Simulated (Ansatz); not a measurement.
Computed with Ansatz on PBE0-D4/def2-TZVP structures; ΔE is electronic, products minus reactants. CCSD(T)/CBS is the MP2 limit (def2-TZVPP, def2-QZVPP) plus CCSD(T) − MP2 in def2-TZVPP, frozen cores. This one scheme is used for every species. For Br outer-core shells are correlated without core-valence functions, which leaves a few kJ/mol of doubt a bond. Scalar relativity is left out up to krypton. Each species was taken in one conformer, which may not be the lowest.

Consider the formal exchange of groups at the Si–O bond: `[SiH3]O[Si]Br` + acetylene → `C#C[SiH3]` + `O[Si]Br`.

`[SiH3]O[Si]Br`:

```xyz
7

Si   -0.206    0.694   -0.600
O    -0.610   -0.863   -0.176
Si   -0.273   -2.079    0.849
Br    1.398   -1.165    2.125
H    -0.427    1.596    0.555
H     1.211    0.739   -1.029
H    -1.093    1.077   -1.723
```

`C#C`:

```xyz
4

C    -0.577    0.155    0.037
C     0.577   -0.155   -0.037
H    -1.603    0.431    0.102
H     1.603   -0.431   -0.102
```

`C#C[SiH3]`:

```xyz
7

C    -0.734    1.336    1.234
C    -0.283    0.514    0.475
Si    0.400   -0.727   -0.672
H    -1.134    2.062    1.904
H     0.925   -0.044   -1.879
H     1.497   -1.465    0.000
H    -0.672   -1.675   -1.063
```

`O[Si]Br`:

```xyz
4

O    -0.242   -1.076   -0.159
Si    0.157   -0.127    1.112
Br    0.397    1.908    0.093
H    -0.313   -0.705   -1.045
```

```
        species  HF/CBS(def2) energy (Eh)
`[SiH3]O[Si]Br`               -3227.14340
          `C#C`                 -76.85617
    `C#C[SiH3]`                -366.99124
      `O[Si]Br`               -2936.98024
```

Work out ΔE.

ΔE = (-366.99124) + (-2936.98024) − (-3227.14340) − (-76.85617) = 0.02809 Eh = +0.76 eV. CCSD(T)/CBS gives +0.65 eV.

What do rigid-rotor, harmonic-oscillator terms from PBE0-D4/def2-TZVP frequencies (298.15 K, 1 bar) make of the CCSD(T)/CBS value? (Estimate.)

The calculation gave: ΔZPE = +0.01 eV, ΔH = +0.65 eV, ΔS = 6 J/(mol·K), ΔG = +0.63 eV.

Largest T1 diagnostic among the species: 0.013.

The D4 term adds +0.07 eV with B3LYP and +0.04 eV with PBE0; it sums over pairs of atoms, weighted by their polarisabilities, and B3LYP, whose exchange is more repulsive, gets the larger term. From PBE to PBE0 (25 % exact exchange), in def2-TZVPP and without D4, ΔE moves by +0.06 eV.

B3LYP here is the variant with VWN-RPA as its local correlation; programs differ in this.
